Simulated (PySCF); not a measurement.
Isomers of C2H5FOSi. Computed with PySCF 2.14.0, PBE0-D3(BJ)/def2-SVP geometry optimisation, gas phase. One conformer each; no zero-point energy, no entropy. No frequencies were run at this level. Point groups hold within 0.08 Å.

Question: Rank from lowest to highest electronic energy at this level (kcal/mol).
A. `[CH3:1][C:2](=[O:3])[SiH2:4][F:5]` with C1–C2–Si4–F5 -2°
B. `[CH2:1]=[CH:2][O:3][SiH2:4][F:5]` with C1–C2–O3–Si4 0°, C2–O3–Si4–F5 -179°
C. `[F:1]/[CH:2]=[CH:3]/[O:4][SiH3:5]` with C2–C3–O4–Si5 -2°

Answer: B (0.0), A (11.9), C (48.7).

As drawn, the lowest has an Si–F bond, which the highest lacks.

```json
{"SMILES": "C=CO[SiH2]F", "E (Eh)": "-543.16527", "E rel (kcal/mol)": "0.0", "dipole (D)": "1.72", "point group": "Cs", "A, B, C (MHz)": "14122, 2097, 1868"}
{"SMILES": "CC(=O)[SiH2]F", "E (Eh)": "-543.14625", "E rel (kcal/mol)": "11.9", "dipole (D)": "1.17", "point group": "–", "A, B, C (MHz)": "6681, 2728, 2008"}
{"SMILES": "F/C=C/O[SiH3]", "E (Eh)": "-543.08762", "E rel (kcal/mol)": "48.7", "dipole (D)": "1.61", "point group": "Cs", "A, B, C (MHz)": "13304, 1778, 1598"}
```
